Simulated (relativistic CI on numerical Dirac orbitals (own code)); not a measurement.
## Ni³⁺ in a cubic cluster: 2p photoemission with charge transfer

Computed with a charge-transfer multiplet model of a cubic metal-ligand cluster with up to 3 ligand holes, Slater and spin-orbit integrals from Dirac-Coulomb-Breit ions, Slater integrals scaled by 0.9. The ground state mixes d7 with configurations of k ligand holes L, whose averages lie at kΔ + k(k − 1)U_dd/2; a core hole lowers each added d electron by U_cd. 300 K, Lorentzian 0.6 eV and Gaussian 0.8 eV FWHM.

Atomic integrals in eV (Slater integrals scaled, ζ unscaled), ground: F2dd 11.900, F4dd 7.429, zeta_d 0.089; with the core hole: F2dd 13.428, F4dd 8.428, zeta_d 0.124, zeta_core 11.400, F2cd 8.116, G1cd 6.273, G3cd 3.570.

Cluster parameters (eV): Δ = 2, U_cd = 7.4, 10Dq = 1.15, 10Dq(ligand) = 0.6, V(eg) = 2.1, V(t2g) = -0.93, final-state hopping factor = 1.

| Case | n_d | d7 | d8L | d9L2 | d10L3 | S |
| --- | --- | --- | --- | --- | --- | --- |
| U_dd = 4.2 eV | 7.30 | 0.72 | 0.26 | 0.02 | 0.00 | 1.49 |
| U_dd = 4.9 eV | 7.29 | 0.72 | 0.26 | 0.02 | 0.00 | 1.49 |
| U_dd = 6.3 eV | 7.28 | 0.73 | 0.26 | 0.01 | 0.00 | 1.49 |
| U_dd = 7 eV | 7.28 | 0.73 | 0.25 | 0.01 | 0.00 | 1.50 |
| U_dd = 8.4 eV | 7.27 | 0.74 | 0.25 | 0.01 | 0.00 | 1.50 |

Weights, n_d and S are thermal averages at 300 K. Binding energies count from the first peak over 30 % of the highest in each spectrum, which can be another peak from case to case. The parameters are a model scan and need not match a compound or its usual spin state. Peaks in eV (height, largest 100):
- U_dd = 4.2 eV: 0.0 (100), 5.4 (70), 9.3 (40), 14.9 (11), 18.4 (38), 20.0 (38), 24.0 (28), 24.8 (28), 28.0 (18), 31.8 (5)
- U_dd = 4.9 eV: 0.0 (100), 5.7 (64), 9.3 (38), 12.9 (12), 14.8 (9), 16.6 (9), 18.7 (39), 20.0 (42), 25.1 (28), 28.7 (14)
- U_dd = 6.3 eV: 0.0 (100), 6.2 (57), 9.6 (30), 14.2 (10), 15.9 (7), 19.0 (43), 20.1 (46), 25.9 (29)
- U_dd = 7 eV: 0.0 (100), 1.5 (59), 6.4 (54), 9.7 (27), 14.2 (9), 15.9 (7), 20.1 (47), 26.3 (29)
- U_dd = 8.4 eV: 0.0 (100), 1.6 (60), 6.6 (50), 9.6 (21), 15.8 (7), 19.9 (49), 26.7 (26)

For the case U_dd = 6.3 eV, Δ = 2 eV is smaller than U_dd = 6.3 eV, the charge-transfer side of the Zaanen-Sawatzky-Allen scheme. With the core hole the average of the configuration with one ligand hole lies at Δ − U_cd = -5.4 eV before mixing: it lies below the unscreened one, so the lowest final states are mostly screened and the unscreened weight appears at higher binding energy as a satellite.
